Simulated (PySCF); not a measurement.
**How methods differ on the ionisation energy of Cr**

Cr [Ar] 3d5 4s1 (7S) → Cr⁺ [Ar] 3d5 (6S), as a difference of total energies. Computed with PySCF 2.14 in cc-pVDZ-DK (6s5p3d1f, 43 functions), with scalar relativity by spin-free X2C-1e. Correlated levels: valence: [Ar] frozen. The calculations carry no spin-orbit coupling.

**Question.** Order these methods by the ionisation energy they give, lowest first.
A. LDA
B. PBE0
C. SCS-MP2 (valence)
D. UHF

**Answer.** D (6.012 eV), C (6.156 eV), B (7.015 eV), A (7.561 eV).

Errors of the correlated levels include the incompleteness of this basis and the frozen core.

For comparison: 6.767 eV (measured; NIST Atomic Spectra Database, ionization energies).
